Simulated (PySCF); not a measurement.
This script is equivalent to a calculation on Sr⁺ (strontium, charge +1).

```python
from pyscf import gto, scf, dft, mp, cc
import basis_set_exchange as bse
mol = gto.M(atom="Sr 0 0 0", charge=1, spin=1, symmetry="D2h",
            basis=gto.basis.parse(bse.get_basis("aug-cc-pVDZ-X2C", elements=["Sr"], fmt="nwchem", header=False)),
            nucmod="G")
mf = scf.UHF(mol).sfx2c1e()
mf.irrep_nelec = {'Ag': (7, 6), 'B1g': (1, 1), 'B2g': (1, 1), 'B3g': (1, 1), 'B1u': (3, 3), 'B2u': (3, 3), 'B3u': (3, 3)}
mf.kernel()
```

**Question.** What total energy does it give?

**Answer.** -3177.17025 hartree (calculated).

**Question.** Which occupied shell lies highest, and where?

**Answer.** 5s α, at -10.466 eV.

**Question.** What is ⟨S²⟩, and what would a pure spin state give?

**Answer.** 0.750, against 0.75.
